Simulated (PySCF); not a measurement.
# Electron correlation in Te²⁺ (tellurium, charge +2)

[Kr] 4d10 5s1 5p3, high-spin 5S determinant (an excited configuration). Computed with PySCF 2.14 in dyall-av2z (22s16p12d, 130 functions), with no relativity, point nucleus. Frozen: [Kr] 4d10; 4 electrons correlated; the 62 highest virtual orbitals of each spin left out.

```
  level  correlation energy (mhartree)
   CCSD                         -18.32
    (T)                          -0.07
CCSD(T)                         -18.39
```

Diagnostics: T1 = 0.0011, D1 = 0.0025, largest double amplitude 0.039.

A non-relativistic calculation at this Z misses sizeable relativistic shifts.

Cost of the coupled-cluster step: about 3 core-seconds, for 4 correlated electrons.

Iterations:

```
CC2 = 0
CCSD nocc = (np.int64(4), np.int64(0)), nmo = (45, 45)
frozen orbitals [[0, 1, 2, 3, 4, 5, 6, 7, 8, 9, 10, 11, 12, 13, 14, 15, 16, 17, 18, 19, 20, 21, 22, 68, 69, 70, 71, 72, 73, 74, 75, 76, 77, 78, 79, 80, 81, 82, 83, 84, 85, 86, 87, 88, 89, 90, 91, 92, 93, 94, 95, 96, 97, 98, 99, 100, 101, 102, 103, 104, 105, 106, 107, 108, 109, 110, 111, 112, 113, 114, 115, 116, 117, 118, 119, 120, 121, 122, 123, 124, 125, 126, 127, 128, 129], [0, 1, 2, 3, 4, 5, 6, 7, 8, 9, 10, 11, 12, 13, 14, 15, 16, 17, 18, 19, 20, 21, 22, 68, 69, 70, 71, 72, 73, 74, 75, 76, 77, 78, 79, 80, 81, 82, 83, 84, 85, 86, 87, 88, 89, 90, 91, 92, 93, 94, 95, 96, 97, 98, 99, 100, 101, 102, 103, 104, 105, 106, 107, 108, 109, 110, 111, 112, 113, 114, 115, 116, 117, 118, 119, 120, 121, 122, 123, 124, 125, 126, 127, 128, 129]]
max_cycle = 100
direct = 0
conv_tol = 1e-08
conv_tol_normt = 1e-06
diis_space = 8
diis_start_cycle = 0
Init t2, MP2 energy = -0.0137770116696789
Init E_corr(UCCSD) = -0.0137770116756254
cycle = 1  E_corr(UCCSD) = -0.0171553478629413  dE = -0.00337833619  norm(t1,t2) = 0.0219732
cycle = 2  E_corr(UCCSD) = -0.018013634107728  dE = -0.000858286245  norm(t1,t2) = 0.00594081
cycle = 3  E_corr(UCCSD) = -0.0183210078743658  dE = -0.000307373767  norm(t1,t2) = 0.00163552
cycle = 4  E_corr(UCCSD) = -0.0183182289630629  dE = 2.7789113e-06  norm(t1,t2) = 6.31424e-05
cycle = 5  E_corr(UCCSD) = -0.0183184205976682  dE = -1.91634605e-07  norm(t1,t2) = 4.27477e-06
cycle = 6  E_corr(UCCSD) = -0.018318396251604  dE = 2.43460641e-08  norm(t1,t2) = 3.28861e-07
cycle = 7  E_corr(UCCSD) = -0.0183184001037298  dE = -3.85212575e-09  norm(t1,t2) = 4.01797e-08
UCCSD converged
E(UCCSD) = -6610.688802883116  E_corr = -0.0183184001037298
UCCSD(T) correction = -7.02175350414971e-05
```
